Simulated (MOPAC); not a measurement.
MOPAC input (PM7):

```
PM7 PRECISE GNORM=0.05 LET XYZ UHF MS=0.5 GEO-OK AUX(PRECISION=9) THREADS=1
H4BN2O

N     1.34124600 1   -0.63112100 1    0.03977900 1
B     0.02705800 1    0.00406300 1    0.00419300 1
N    -1.17150600 1   -0.72202300 1    0.15891400 1
O    -0.05513700 1    1.35339300 1   -0.26907400 1
H     1.57586900 1   -1.09217500 1    0.91983700 1
H    -2.06291200 1   -0.31699700 1   -0.07307600 1
H    -1.20102400 1   -1.70756300 1    0.34658700 1
H     0.80569000 1    1.74128500 1   -0.45257300 1
```

From the output:

```
                                                       MOPAC v23.2.5 Linux

          FINAL HEAT OF FORMATION =        -67.95426 KCAL/MOL =    -284.32061 KJ/MOL

          COSMO AREA              =         93.36 SQUARE ANGSTROMS
          COSMO VOLUME            =         74.64 CUBIC ANGSTROMS

          GRADIENT NORM           =          0.03977          =       0.01406 PER ATOM
          IONIZATION POTENTIAL    =          9.609377 EV
          ALPHA SOMO LUMO (EV)    =        -10.028  0.316
          BETA  SOMO LUMO (EV)    =         -9.609 -0.388
          NO. OF ALPHA ELECTRONS  =         12
          NO. OF BETA  ELECTRONS  =         11
          MOLECULAR WEIGHT        =         58.8544         POINT GROUP:  C1

          MOLECULAR DIMENSIONS (Angstroms)

            Atom       Atom       Distance
            H     8    H     7     4.11214
            H     6    H     5     3.85181
            N     1    H     5     0.62354

          SCF CALCULATIONS        =         30

   ATOM   CHEMICAL          X               Y               Z
  NUMBER   SYMBOL      (ANGSTROMS)     (ANGSTROMS)     (ANGSTROMS)

     1       N          1.33476246  *  -0.68130625  *   0.05909227  *
     2       B          0.02855377  *  -0.05918529  *   0.02021439  *
     3       N         -1.20427443  *  -0.71060003  *   0.13473299  *
     4       O         -0.05488832  *   1.34644322  *  -0.26307254  *
     5       H          1.84414619  *  -0.85792223  *   0.88328277  *
     6       H         -2.05567028  *  -0.23558662  *  -0.07081142  *
     7       H         -1.31378907  *  -1.67993284  *   0.30888024  *
     8       H          0.78337252  *   1.77731607  *  -0.43881068  *

                             CARTESIAN COORDINATES

   1    N        1.334762461    -0.681306246     0.059092270
   2    B        0.028553767    -0.059185293     0.020214393
   3    N       -1.204274432    -0.710600033     0.134732985
   4    O       -0.054888316     1.346443222    -0.263072535
   5    H        1.844146186    -0.857922228     0.883282775
   6    H       -2.055670284    -0.235586625    -0.070811420
   7    H       -1.313789072    -1.679932841     0.308880236
   8    H        0.783372523     1.777316074    -0.438810678

           Empirical Formula: H4 N2 O B  =     8 atoms

      MOLECULAR POINT GROUP   :   C1

          ALPHA EIGENVALUES
 -35.52597 -33.22667 -28.46863 -18.21325 -17.40475 -16.02346 -15.26899 -13.49043
 -12.58500 -11.53511 -10.95830 -10.02756   0.31603   2.23155   2.61614   3.87848
   5.86314   6.24409   6.90992   7.02373

           BETA EIGENVALUES
 -35.49383 -30.82765 -28.22000 -18.17083 -17.10488 -15.68258 -15.03839 -13.05258
 -12.31529 -10.42411  -9.60938  -0.38817   0.39993   2.71062   3.09877   4.21109
   5.90607   6.50935   7.00815   7.15209

              NET ATOMIC CHARGES AND DIPOLE CONTRIBUTIONS

  ATOM NO.   TYPE          CHARGE      No. of ELECS.   s-Pop       p-Pop
    1          N          -0.432648        5.4326     1.72918     3.70347
    2          B           0.395087        2.6049     0.63149     1.97342
    3          N          -0.539610        5.5396     1.51140     4.02821
    4          O          -0.570635        6.5706     1.79185     4.77878
    5          H           0.258123        0.7419     0.74188
    6          H           0.281392        0.7186     0.71861
    7          H           0.273897        0.7261     0.72610
    8          H           0.334394        0.6656     0.66561
 DIPOLE           X         Y         Z       TOTAL
 POINT-CHG.    -0.410    -1.283     0.988     1.670
 HYBRID        -0.274     0.118     0.536     0.614
 SUM           -0.684    -1.164     1.525     2.037

          ATOMIC ORBITAL ELECTRON POPULATIONS

     Atom    s        px        py        pz
    1  N   1.72918   1.23004   1.04854   1.42489
    2  B   0.63149   0.70599   0.65053   0.61689
    3  N   1.51140   1.20145   1.20169   1.62508
    4  O   1.79185   1.49112   1.44458   1.84308
    5  H   0.74188
    6  H   0.71861
    7  H   0.72610
    8  H   0.66561

                    (SZ)    =    0.500000
                    (S**2)  =    0.759983

          ATOMIC ORBITAL SPIN POPULATIONS

    Atom   Total    s     px     py     pz
         Atomic
    1  N  1.0734  0.026  0.206  0.798  0.043
    2  B -0.0818 -0.018 -0.029 -0.022 -0.012
    3  N  0.0031  0.004  0.012 -0.001 -0.012
    4  O  0.0466  0.000  0.015  0.031 -0.000
    5  H -0.0391 -0.039
    6  H  0.0019  0.002
    7  H -0.0002 -0.000
    8  H -0.0039 -0.004

 **********************
 *                    *
 * JOB ENDED NORMALLY *
 *                    *
 **********************

 == MOPAC DONE ==
```

The geometry given is a B3LYP-D3(BJ)/def2-TZVP minimum.
